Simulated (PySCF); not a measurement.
Working out the ionisation energy of O⁺

O⁺ [He] 2s2 2p3 (4S) → O²⁺ [He] 2s2 2p2 (3P). All numbers are calculated (PySCF 2.14, the spin-free X2C one-electron Hamiltonian (Gaussian nucleus), in aug-cc-pVDZ-DK). Frozen: 1s2. Energies in hartree (1 hartree = 27.21139 eV):

```json
{"part": "UHF", "O⁺ (lower)": "-74.405878", "O²⁺ (upper)": "-73.136229"}
{"part": "MP2 opposite-spin", "O⁺ (lower)": "-0.052210", "O²⁺ (upper)": "-0.048381"}
{"part": "MP2 same-spin", "O⁺ (lower)": "-0.020039", "O²⁺ (upper)": "-0.007941"}
```

**Question.** What does Hartree-Fock give?

**Answer.** (-73.136229) − (-74.405878) = 1.269649 hartree = 34.549 eV.

**Question.** What do MP2 and SCS-MP2 (6/5 opposite-spin, 1/3 same-spin) give?

**Answer.** The opposite-spin parts differ by 0.104 eV and the same-spin parts by 0.329 eV. MP2: 34.549 + (0.104) + (0.329) = 34.982 eV. SCS-MP2: 34.549 + 1.2 × (0.104) + (0.329)/3 = 34.783 eV.

A first-order spin-orbit estimate adds -0.025 eV to MP2 (valence), giving 34.957 eV against 35.121 eV (measured; NIST Atomic Spectra Database, ionization energies).

A double-zeta basis recovers only part of the correlation energy.

What remains against the reference includes basis incompleteness, the frozen core and correlation beyond second order.
